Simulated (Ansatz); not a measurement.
Question: Name a neutral molecule of C, F, N, Si and H with LUMO energy (PBE0/def2-TZVPP) between -0.25 and 0.05 eV and HOMO–LUMO gap (ωB97M-V/def2-TZVPP) between 11.20 and 11.50 eV (Ansatz, PBE0-D4/def2-TZVP geometry).

Answer: `NC1(F)N[SiH2]N1` (-0.12 eV, 11.24 eV); `FC1NC[SiH2]1` (0.01 eV, 11.29 eV). Other molecules can fit too; these were computed, each in one conformer that needn't be the lowest.
